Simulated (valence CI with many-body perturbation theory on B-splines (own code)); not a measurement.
## E1 line list for P

Level of theory: relativistic CI+MBPT: five valence electrons over a frozen Dirac-Fock core [Ne], a basis of 10 s, 10 p, 9 d, 7 f, 4 g, 2 h functions for each j, with the one-electron correlation potential Σ1 (screened to all orders), the two-electron term Σ2, the three-electron term Σ3, Breit, model QED; selected single and double excitations, second order for the rest, scaled by the run's own slope (own B-spline code, finite nucleus).

Set against measurement, 25 paired levels are off by 60 cm⁻¹ on average, the worst by 174. These come from a selection out of the NIST Handbook of Basic Atomic Spectroscopic Data. Levels without a partner in it may be off by more. Among the levels kept, up to 1300 cm⁻¹ of a level comes from second order outside the variational space, and about a tenth of that is noise between levels of different J, which matters for small intervals.

Lines 101 to 150 of 292 in falling wavelength, among levels below 74869 cm⁻¹, chosen from the strongest by gf and those to the six lowest levels. Wavelengths and rates use the calculated energies, so an error of 60 cm⁻¹ moves a line at 14080 Å by 0.84 % and its rate by three times that or more. Electric multipoles are in the length gauge, E1 and E2 with the static RPA response of the core. Weak lines are less certain than strong ones. Lines between different terms over intervals too small for the method are left out, as are lines whose strength nearly cancels. Where a level lies close to another of its J and parity, the split of strength between their lines is uncertain. The highest levels of a list are the least certain.

Names give the largest LS component (configuration and term), which can be under half, so a name can repeat, a term be missing and a line seem to break the LS rules; names also repeat where a configuration has a term twice. Letters in brackets count levels of one name in rising energy.

| λ vac (Å) | λ from measured levels | Upper | Lower | A (s⁻¹) | log gf | Branch % |
| --- | --- | --- | --- | --- | --- | --- |
| 14080 | 14050 | 3s²3p²4p ⁴S°_3/2 | 3s3p⁴ ⁴P_3/2 | 6.49e+05 | -1.11 | 2.1 |
| 14040 |  | 3s²3p²5s ⁴P_3/2 | 3s²3p²4p ⁴D°_1/2 | 2.26e+05 | -1.57 | 0.1 |
| 14010 |  | 3s²3p²3d ²D_5/2 [b] | 3s²3p²4p ⁴D°_7/2 | 1.59e+05 | -1.55 | 0.1 |
| 14000 |  | 3s²3p²3d ⁴P_3/2 | 3s²3p²4p ⁴D°_3/2 | 1.44e+06 | -0.77 | 0.6 |
| 13940 |  | 3s²3p²3d ⁴P_1/2 | 3s²3p²4p ⁴D°_3/2 | 5.27e+05 | -1.51 | 0.1 |
| 13850 |  | 3s²3p²3d ⁴P_3/2 | 3s²3p²4p ⁴D°_1/2 | 2.37e+05 | -1.56 | 0.1 |
| 13830 |  | 3s²3p²5s ⁴P_5/2 | 3s²3p²4p ⁴D°_5/2 | 1.65e+06 | -0.55 | 4.8 |
| 13780 |  | 3s²3p²3d ⁴P_1/2 | 3s²3p²4p ⁴D°_1/2 | 6.86e+05 | -1.41 | 0.2 |
| 13660 | 13700 | 3s²3p²4p ⁴S°_3/2 | 3s3p⁴ ⁴P_5/2 | 7.17e+05 | -1.10 | 2.3 |
| 13600 |  | 3s²3p²5s ⁴P_5/2 | 3s²3p²4p ⁴D°_3/2 | 1.47e+05 | -1.61 | 0.4 |
| 12080 | 12050 | 3s²3p²4p ²S°_1/2 | 3s²3p²4s ⁴P_1/2 | 4.55e+04 | -2.70 | 0.5 |
| 12010 | 11950 | 3s²3p²4p ⁴P°_5/2 | 3s²3p²4s ²P_3/2 | 2.83e+05 | -1.44 | 1.1 |
| 11620 | 11550 | 3s²3p²4p ⁴S°_3/2 | 3s²3p²4s ²P_3/2 | 3.35e+05 | -1.57 | 1.1 |
| 11580 | 11580 | 3s²3p²4p ²D°_3/2 [a] | 3s²3p²4s ²P_3/2 | 2.00e+06 | -0.79 | 9.4 |
| 11520 |  | 3s²3p²5s ²P_1/2 | 3s²3p²4p ²S°_1/2 | 3.89e+06 | -0.81 | 3.5 |
| 11230 | 11190 | 3s²3p²4p ²D°_5/2 [a] | 3s²3p²4s ²P_3/2 | 1.89e+07 | 0.33 | 97.4 |
| 11220 | 11160 | 3s²3p²4p ⁴S°_3/2 | 3s²3p²4s ²P_1/2 | 2.47e+06 | -0.73 | 8.1 |
| 11190 | 11190 | 3s²3p²4p ²D°_3/2 [a] | 3s²3p²4s ²P_1/2 | 1.44e+07 | 0.03 | 68.0 |
| 11100 |  | 3s²3p²5s ²P_3/2 | 3s²3p²4p ²S°_1/2 | 3.52e+06 | -0.59 | 3.2 |
| 11000 |  | 3s²3p²4p ²D°_3/2 [b] | 3s²3p²4s ²D_3/2 | 1.46e+07 | 0.03 | 78.1 |
| 10980 | 10980 | 3s²3p²4p ⁴D°_3/2 | 3s²3p²4s ⁴P_5/2 | 5.17e+05 | -1.43 | 2.4 |
| 10970 |  | 3s²3p²4p ²D°_3/2 [b] | 3s²3p²4s ²D_5/2 | 2.14e+06 | -0.81 | 11.4 |
| 10880 |  | 3s²3p²4p ²D°_5/2 [b] | 3s²3p²4s ²D_3/2 | 1.85e+06 | -0.71 | 8.1 |
| 10850 |  | 3s²3p²4p ²D°_5/2 [b] | 3s²3p²4s ²D_5/2 | 1.83e+07 | 0.29 | 80.4 |
| 10840 | 10820 | 3s²3p²4p ⁴D°_5/2 | 3s²3p²4s ⁴P_5/2 | 3.97e+06 | -0.38 | 18.9 |
| 10800 | 10770 | 3s²3p²4p ⁴D°_1/2 | 3s²3p²4s ⁴P_3/2 | 2.60e+06 | -1.04 | 12.4 |
| 10710 | 10680 | 3s²3p²4p ⁴D°_3/2 | 3s²3p²4s ⁴P_3/2 | 9.61e+06 | -0.18 | 45.4 |
| 10620 | 10600 | 3s²3p²4p ⁴D°_1/2 | 3s²3p²4s ⁴P_1/2 | 1.84e+07 | -0.21 | 87.4 |
| 10610 | 10580 | 3s²3p²4p ⁴D°_7/2 | 3s²3p²4s ⁴P_5/2 | 2.11e+07 | 0.46 | 99.7 |
| 10570 | 10530 | 3s²3p²4p ⁴D°_5/2 | 3s²3p²4s ⁴P_3/2 | 1.71e+07 | 0.23 | 80.9 |
| 10530 | 10510 | 3s²3p²4p ⁴D°_3/2 | 3s²3p²4s ⁴P_1/2 | 1.10e+07 | -0.14 | 51.9 |
| 10510 |  | 3s²3p²4p ²F°_5/2 | 3s²3p²4s ²D_3/2 | 1.92e+07 | 0.28 | 90.2 |
| 10480 |  | 3s²3p²4p ²F°_5/2 | 3s²3p²4s ²D_5/2 | 2.01e+06 | -0.70 | 9.4 |
| 10460 |  | 3s²3p²4p ²F°_7/2 | 3s²3p²4s ²D_5/2 | 2.15e+07 | 0.45 | 99.7 |
| 10220 |  | 3s²3p²4p ²P°_1/2 | 3s²3p²4s ²P_3/2 | 8.00e+06 | -0.60 | 36.1 |
| 10100 |  | 3s²3p²4p ²P°_3/2 | 3s²3p²4s ²P_3/2 | 1.90e+07 | 0.07 | 86.3 |
| 9992 | 9979 | 3s²3p²4p ⁴P°_3/2 | 3s²3p²4s ⁴P_5/2 | 3.40e+06 | -0.69 | 12.9 |
| 9913 |  | 3s²3p²4p ²P°_1/2 | 3s²3p²4s ²P_1/2 | 1.41e+07 | -0.38 | 63.8 |
| 9825 | 9800 | 3s²3p²4p ⁴P°_5/2 | 3s²3p²4s ⁴P_5/2 | 1.96e+07 | 0.23 | 77.7 |
| 9803 |  | 3s²3p²4p ²P°_3/2 | 3s²3p²4s ²P_1/2 | 2.98e+06 | -0.77 | 13.5 |
| 9782 | 9753 | 3s²3p²4p ⁴P°_1/2 | 3s²3p²4s ⁴P_3/2 | 2.16e+07 | -0.21 | 85.3 |
| 9766 | 9737 | 3s²3p²4p ⁴P°_3/2 | 3s²3p²4s ⁴P_3/2 | 1.01e+07 | -0.24 | 38.1 |
| 9631 | 9612 | 3s²3p²4p ⁴P°_1/2 | 3s²3p²4s ⁴P_1/2 | 3.26e+06 | -1.04 | 12.8 |
| 9616 | 9596 | 3s²3p²4p ⁴P°_3/2 | 3s²3p²4s ⁴P_1/2 | 1.23e+07 | -0.16 | 46.7 |
| 9607 | 9566 | 3s²3p²4p ⁴P°_5/2 | 3s²3p²4s ⁴P_3/2 | 5.04e+06 | -0.38 | 20.0 |
| 9560 | 9528 | 3s²3p²4p ⁴S°_3/2 | 3s²3p²4s ⁴P_5/2 | 2.00e+07 | 0.04 | 65.4 |
| 9536 | 9548 | 3s²3p²4p ²D°_3/2 [a] | 3s²3p²4s ⁴P_5/2 | 4.02e+06 | -0.66 | 19.0 |
| 9353 | 9308 | 3s²3p²4p ⁴S°_3/2 | 3s²3p²4s ⁴P_3/2 | 4.82e+06 | -0.60 | 15.8 |
| 9330 | 9326 | 3s²3p²4p ²D°_3/2 [a] | 3s²3p²4s ⁴P_3/2 | 4.46e+05 | -1.63 | 2.1 |
| 9298 | 9281 | 3s²3p²4p ²D°_5/2 [a] | 3s²3p²4s ⁴P_5/2 | 3.82e+05 | -1.53 | 2.0 |

Task: How does gf follow from A for the line at 9631 Å?

Result: gf = 1.4992 × (2J+1)_upper × A / σ², with σ = 10383 cm⁻¹ and 2J+1 = 2: gf = 0.0906.
